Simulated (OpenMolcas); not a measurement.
Ar²⁺: effect of the basis set

```json
{"Program": "OpenMolcas 26.06", "Method": "RASSCF", "Active space": "6 electrons in 9 orbitals (RAS2 3s 3p; RAS3 3d, at most 2 electrons)", "State averaging": "2S+1 = 3 even, 3 roots; 2S+1 = 1 even, 7 roots; 2S+1 = 3 odd, 3 roots; 2S+1 = 1 odd, 3 roots", "Spin-orbit coupling": "state interaction with AMFI integrals over the reference wave functions, term energies averaged over their components"}
```

A. ANO-RCC-VTZP [5s4p2d1f], DKH2, point nucleus; cost of the order of 17 core-seconds
B. ANO-R2 [5s4p3d1f], X2C, finite nucleus; cost roughly 30 core-seconds
C. ANO-RCC-VQZP [6s5p3d2f1g], DKH2, point nucleus; cost roughly 24 core-seconds
D. ANO-RCC [8s7p5d4f2g], DKH2, point nucleus; cost roughly 40 core-seconds

Energies in eV above 3s² 3p⁴ ³P₂, the measured ground level; measured values from Saloman, J. Phys. Chem. Ref. Data 39, 033101 (2010).

```csv
Level,A,B,C,D,Measured
3s² 3p⁴ ³P₂,0.0000,0.0000,0.0000,0.0000,0.0000
3s² 3p⁴ ³P₁,0.1233,0.1236,0.1243,0.1242,0.1379
3s² 3p⁴ ³P₀,0.1765,0.1768,0.1778,0.1776,0.1947
3s² 3p⁴ ¹D₂,1.9978,1.9872,2.0026,2.0011,1.7370
3s² 3p⁴ ¹S₀,4.3478,4.3275,4.3508,4.3479,4.1244
3s 3p⁵ ³P°₂,14.3596,14.2333,14.3271,14.2298,14.1095
3s 3p⁵ ³P°₁,14.4717,14.3451,14.4400,14.3421,14.2331
3s 3p⁵ ³P°₀,14.5294,14.4027,14.4981,14.4000,14.2988
```

Deviations, from unrounded energies. A percentage is the sum of absolute deviations over the sum of measured energies, with the sign that they share, or ± where signs differ.

```
                        Against measurement  Levels     A     B     C     D
             mean absolute deviation (cm-1)       7  1400   950  1300   980
      fine structure of the ground term (%)       2  -9.8  -9.7  -9.2  -9.3
other terms of the ground configuration (%)       2  +8.3  +7.7  +8.4  +8.3
                   other configurations (%)       3  +1.7  +0.8  +1.5  +0.8
```

B, D lie about equally close to measurement and A furthest from it. The largest miss of B in the table is 3s² 3p⁴ ¹D₂, by +2000 cm-1. The ranking rests on the paired levels alone, and a cruder setting can come out closer through cancelling errors.

Among A to D the level of the table that moves most is 3s 3p⁵ ³P°₂, by 1000 cm-1 (lowest in D, highest in A).

Some terms mix strongly with configurations of 3d, whose occupation reaches 0.24 (3s 3p⁵ ³P°) (figures for A; the like holds for B, C, D). Active for correlation alone: 3d; no level in the range computed is led by a configuration that fills it, so any true level of that kind is missing (holds for A; C). The run also gave levels led by 3s 3p⁴ 3d, which use shells meant for correlation; these and all levels above them are left out (holds for B). The run also gave levels led by 3s 3p⁴ 3d, 3s² 3p³ 3d, which use shells meant for correlation; these and all levels above them are left out (holds for D). Measured partners are found by configuration, term and J. A level has none where our copy of the source lacks it or the pairing is in doubt (some pairs that miss far off the trend of their configuration count as doubtful), and it then counts in no deviation. Only configurations of the active space appear. Levels that lie high or do not pair safely by name in every column are left out.

° marks odd parity.
